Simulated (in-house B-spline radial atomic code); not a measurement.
The outermost shell (largest non-relativistic mean radius) with and without relativity; Dirac values are averaged over j. Computed with an all-electron radial atomic-structure program (B-spline basis): non-relativistic Hartree-Fock and Dirac-Hartree-Fock, averages of the configuration (point nuclei without relativity, finite nuclei with it).

```
 ion  configuration  outermost shell  radius non-relativistic (bohr)  radius Dirac (bohr)  radius change (%)  level non-relativistic (eV)  level Dirac (eV)  spin-orbit splitting (eV)
Pr2+       [Xe] 4f3               5p                          1.8013               1.7654            -1.9945                      -38.755           -39.552                     3.0166
Nd2+       [Xe] 4f4                ?                               ?                    ?                  ?                            ?                 ?                          ?
Pm2+       [Xe] 4f5               5p                          1.7357               1.6947            -2.3615                      -40.288           -41.338                     3.5231
Sm2+       [Xe] 4f6               5p                           1.706               1.6627            -2.5373                      -41.006           -42.182                     3.7923
Eu2+       [Xe] 4f7                ?                               ?                    ?                  ?                            ?                 ?                          ?
Gd2+   [Xe] 4f7 5d1               5d                           2.339               2.3957             2.4236                      -19.837           -19.163                    0.23529
Tb2+       [Xe] 4f9               5p                          1.6264               1.5766            -3.0638                      -43.033           -44.609                     4.6777
Dy2+      [Xe] 4f10               5p                          1.6024               1.5505            -3.2428                      -43.677           -45.397                      5.002
Ho2+      [Xe] 4f11               5p                          1.5795               1.5254            -3.4248                      -44.309           -46.181                     5.3424
Er2+      [Xe] 4f12               5p                          1.5575               1.5012            -3.6102                      -44.931           -46.962                        5.7
Tm2+      [Xe] 4f13                ?                               ?                    ?                  ?                            ?                 ?                          ?
Yb2+      [Xe] 4f14               5p                           1.516               1.4554            -3.9927                      -46.148           -48.524                     6.4707
Lu2+  [Xe] 4f14 6s1               6s                          3.4048               3.1905            -6.2938                      -18.737           -20.011                          -
Hf2+  [Xe] 4f14 5d2               5d                          2.0615               2.1161             2.6512                      -22.008           -21.152                    0.40899
Ta2+  [Xe] 4f14 5d3               5d                          1.9326               1.9787             2.3848                      -23.882           -22.975                    0.56005
 W2+  [Xe] 4f14 5d4               5d                          1.8249               1.8645             2.1735                      -25.717            -24.76                     0.7263
```

Question: Fill in the row of Nd2+.

Answer: outermost shell: 5p; radius non-relativistic (bohr): 1.7673; radius Dirac (bohr): 1.7287; radius change (%): -2.182; level non-relativistic (eV): -39.541; level Dirac (eV): -40.466; spin-orbit splitting (eV): 3.265.

Question: Fill in the row of Eu2+.

Answer: outermost shell: 5p; radius non-relativistic (bohr): 1.6781; radius Dirac (bohr): 1.6326; radius change (%): -2.712; level non-relativistic (eV): -41.700; level Dirac (eV): -43.005; spin-orbit splitting (eV): 4.0739.

Question: Fill in the row of Tm2+.

Answer: outermost shell: 5p; radius non-relativistic (bohr): 1.5363; radius Dirac (bohr): 1.4779; radius change (%): -3.7994; level non-relativistic (eV): -45.544; level Dirac (eV): -47.742; spin-orbit splitting (eV): 6.0758.

Question: Which member changes most?

Answer: Lutetium (Lu2+): its 6s shell contracts by 6.3 %.
